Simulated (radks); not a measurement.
Problem. Sc3+, configuration [Ne] 3s2 3p5 4f1 (not the ground configuration). Method: non-relativistic Kohn-Sham, LDA (Slater exchange, Perdew-Wang correlation), spin-polarised, spherical densities, point nucleus; open shells are filled with parallel spins first; computed with a radial shooting solver on a logarithmic mesh with Libxc functionals. Some entries of the table are withheld. Estimate them.

orbital,occ.,eigenvalue (eV),<r^2> (bohr^2)
1s up,1,-4408.749,0.007301
1s down,1,-4408.351,0.007300
2s up,1,-517.4467,0.1423
2s down,1,-517.0476,0.1422
2p up,3,-436.8996,0.1177
2p down,3,-436.4065,0.1176
3s up,1,-98.0775,(1)
3s down,1,-96.6043,(2)
3p up,3,-76.7250,1.387
3p down,2,-75.2891,1.395
4f up,1,(3),(4)
4f down,0,(5),(6)

Solution. 
(1) 3s up <r^2> (bohr^2): 1.238
(2) 3s down <r^2> (bohr^2): 1.242
(3) 4f up eigenvalue (eV): -12.0981
(4) 4f up <r^2> (bohr^2): 19.47
(5) 4f down eigenvalue (eV): -11.0623
(6) 4f down <r^2> (bohr^2): 21.12
